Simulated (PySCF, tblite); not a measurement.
Species: C3H10OSi3.
Z-matrix (Å and degrees, GFN2-xTB geometry), rows numbered from 1:
```
O 
C   1  1.2115
C   2  1.4541  1  125.59
C   3  1.5320  2  118.21  1  -164.10
Si  4  1.9225  3  101.41  2  -133.42
Si  3  1.9820  2  107.07  1    83.00
Si  6  2.3187  3  111.32  2   -88.14
H   2  1.1127  1  120.15  3   174.45
H   3  1.0910  2  110.09  1   -33.26
H   4  1.0915  3  109.77  2   -15.96
H   4  1.0890  3  111.90  2   102.16
H   5  1.4692  4  112.19  3  -101.14
H   5  1.4687  4  113.40  3   138.48
H   6  1.4818  3  106.71  2    32.66
H   7  1.4668  6  110.44  3   -58.76
H   7  1.4669  6  108.24  3  -175.44
H   7  1.4612  6  114.81  3    63.60
```

Level of theory: B3LYP/def2-SVPD in PySCF (dipole) on a GFN2-xTB geometry, gas phase.

Take the most abundant isotopes and a rigid rotor. The values belong to one conformer with, in the numbering `[O:1]=[CH:2][C@@H:3]1[CH2:4][SiH2:5][Si@H:6]1[SiH3:7]`, O1–C2–C3–C4 -164°, C2–C3–C4–Si5 -133°, C3–C4–Si5–Si6 14°, C4–Si5–Si6–Si7 -117°, C2–C3–Si6–Si5 138°.

**Question.** Give the principal moments of inertia and the rotational constants in MHz.

**Answer.** Ia = 332.15, Ib = 413.23, Ic = 686.29 u·Å²; 505379 MHz·u·Å²/I gives A = 1522, B = 1223, C = 736.4 MHz.

**Question.** What kind of rotor is it?

**Answer.** An asymmetric top: κ = (2 × 1223 − 1522 − 736.4)/(1522 − 736.4) = 0.24.

**Question.** Is it planar, by Δ = Ic − Ia − Ib?

**Answer.** Not planar: Δ = Ic − Ia − Ib = -59.09 u·Å². For a rigid frame Δ = −2 Σ m c², so Σ m c² = 29.55 u·Å² lies off the ab plane: 14.44 from hydrogen and 15.11 from heavier atoms. The atom farthest from that plane is 1.95 Å away.

**Question.** Give the other two planar moments, Paa and Pbb, and the rms extents of the mass along the axes.

**Answer.** Paa = Σ m a² = (Ib + Ic − Ia)/2 = 383.69 and Pbb = Σ m b² = (Ia + Ic − Ib)/2 = 302.60 u·Å². With the mass M = 146.00 u, the rms extents √(P/M) along a, b and c are 1.62, 1.44, 0.45 Å.

**Question.** Give the coordinates in the principal-axis frame, origin at the centre of mass.

**Answer.** The sense of each axis is arbitrary; atoms in the order of the calculation.
```tsv
atom	mass (u)	a (Å)	b (Å)	c (Å)
O1	15.995	1.082	2.656	0.057
C2	12.000	-0.006	2.146	0.211
C3	12.000	-0.485	0.953	-0.469
C4	12.000	-1.989	0.659	-0.442
Si5	27.977	-2.003	-1.207	0.019
Si6	27.977	0.219	-0.607	0.530
Si7	27.977	2.315	-1.228	-0.245
H8	1.008	-0.701	2.536	0.987
H9	1.008	-0.072	0.905	-1.477
H10	1.008	-2.468	1.257	0.335
H11	1.008	-2.471	0.925	-1.381
H12	1.008	-2.230	-2.066	-1.152
H13	1.008	-3.043	-1.559	0.994
H14	1.008	0.287	-0.206	1.955
H15	1.008	2.255	-1.561	-1.672
H16	1.008	2.722	-2.448	0.461
H17	1.008	3.359	-0.223	-0.059
```

**Question.** Predict some low-J microwave lines.

**Answer.** The dipole components are |μa| = 2.25 D, |μb| = 2.30 D, |μc| = 0.07 D. The squared components, which scale the intensities, stand as 0.96 : 1.00 : 0.00 (a : b : c). Some lines, for components of 0.1 D or more:

```json
{"type": "a", "branch": "Q", "J(Ka,Kc)": "4(3,1) ← 4(3,2)", "MHz": "689", "lower level (cm⁻¹)": "0.833"}
{"type": "a", "branch": "Q", "J(Ka,Kc)": "3(2,1) ← 3(2,2)", "MHz": "1090", "lower level (cm⁻¹)": "0.464"}
{"type": "b", "branch": "Q", "J(Ka,Kc)": "2(2,0) ← 2(1,1)", "MHz": "1185", "lower level (cm⁻¹)": "0.238"}
{"type": "b", "branch": "Q", "J(Ka,Kc)": "2(1,1) ← 2(0,2)", "MHz": "1561", "lower level (cm⁻¹)": "0.186"}
{"type": "b", "branch": "Q", "J(Ka,Kc)": "4(3,1) ← 4(2,2)", "MHz": "1799", "lower level (cm⁻¹)": "0.796"}
{"type": "a", "branch": "R", "J(Ka,Kc)": "1(0,1) ← 0(0,0)", "MHz": "1959", "lower level (cm⁻¹)": "0.000"}
{"type": "b", "branch": "R", "J(Ka,Kc)": "1(1,1) ← 0(0,0)", "MHz": "2258", "lower level (cm⁻¹)": "0.000"}
{"type": "a", "branch": "Q", "J(Ka,Kc)": "4(2,2) ← 4(2,3)", "MHz": "2358", "lower level (cm⁻¹)": "0.718"}
{"type": "b", "branch": "Q", "J(Ka,Kc)": "4(2,2) ← 4(1,3)", "MHz": "2506", "lower level (cm⁻¹)": "0.713"}
{"type": "b", "branch": "Q", "J(Ka,Kc)": "4(3,2) ← 4(2,3)", "MHz": "3467", "lower level (cm⁻¹)": "0.718"}
{"type": "a", "branch": "R", "J(Ka,Kc)": "2(0,2) ← 1(0,1)", "MHz": "3630", "lower level (cm⁻¹)": "0.065"}
{"type": "b", "branch": "Q", "J(Ka,Kc)": "4(1,3) ← 4(0,4)", "MHz": "4181", "lower level (cm⁻¹)": "0.573"}
{"type": "b", "branch": "R", "J(Ka,Kc)": "3(0,3) ← 2(1,2)", "MHz": "4976", "lower level (cm⁻¹)": "0.190"}
{"type": "b", "branch": "R", "J(Ka,Kc)": "3(1,3) ← 2(0,2)", "MHz": "5100", "lower level (cm⁻¹)": "0.186"}
{"type": "b", "branch": "R", "J(Ka,Kc)": "3(1,2) ← 2(2,1)", "MHz": "5431", "lower level (cm⁻¹)": "0.268"}
{"type": "a", "branch": "R", "J(Ka,Kc)": "3(2,2) ← 2(2,1)", "MHz": "5878", "lower level (cm⁻¹)": "0.268"}
{"type": "b", "branch": "R", "J(Ka,Kc)": "2(2,0) ← 1(1,1)", "MHz": "6077", "lower level (cm⁻¹)": "0.075"}
{"type": "a", "branch": "R", "J(Ka,Kc)": "3(1,2) ← 2(1,1)", "MHz": "6327", "lower level (cm⁻¹)": "0.238"}
{"type": "b", "branch": "R", "J(Ka,Kc)": "4(0,4) ← 3(1,3)", "MHz": "6497", "lower level (cm⁻¹)": "0.357"}
{"type": "b", "branch": "R", "J(Ka,Kc)": "4(2,3) ← 3(1,2)", "MHz": "8039", "lower level (cm⁻¹)": "0.450"}
{"type": "a", "branch": "R", "J(Ka,Kc)": "4(3,1) ← 3(3,0)", "MHz": "8758", "lower level (cm⁻¹)": "0.564"}
{"type": "a", "branch": "R", "J(Ka,Kc)": "4(2,2) ← 3(2,1)", "MHz": "8859", "lower level (cm⁻¹)": "0.501"}
{"type": "b", "branch": "R", "J(Ka,Kc)": "3(2,1) ← 2(1,2)", "MHz": "9324", "lower level (cm⁻¹)": "0.190"}
{"type": "b", "branch": "R", "J(Ka,Kc)": "4(3,2) ← 3(2,1)", "MHz": "9969", "lower level (cm⁻¹)": "0.501"}
{"type": "b", "branch": "R", "J(Ka,Kc)": "4(2,2) ← 3(1,3)", "MHz": "13184", "lower level (cm⁻¹)": "0.357"}
```

**Question.** Estimate the classical rotational partition function at 25 K, 200 K and 500 K.

**Answer.** Point group C1, symmetry number σ = 1; q = (√π/σ)·√((kT/h)³/(ABC)), k/h = 20836.6 MHz/K: 18000 at 25 K, 407000 at 200 K, 1610000 at 500 K.

Its GFN2-xTB frequencies are all real (lowest 44 cm⁻¹). These are rigid-rotor constants of the computed structure; measured ground-state constants (B0) also hold zero-point vibration. A rigid rotor knows nothing of internal rotation, which can split or shift real lines.

On an Arm Neoverse N1 with one thread, on a shared host, this took 90 s of wall time and 0.94 GiB of memory at its peak. This is the B3LYP/def2-SVPD job that gave the dipole, with the excitations it also computed.
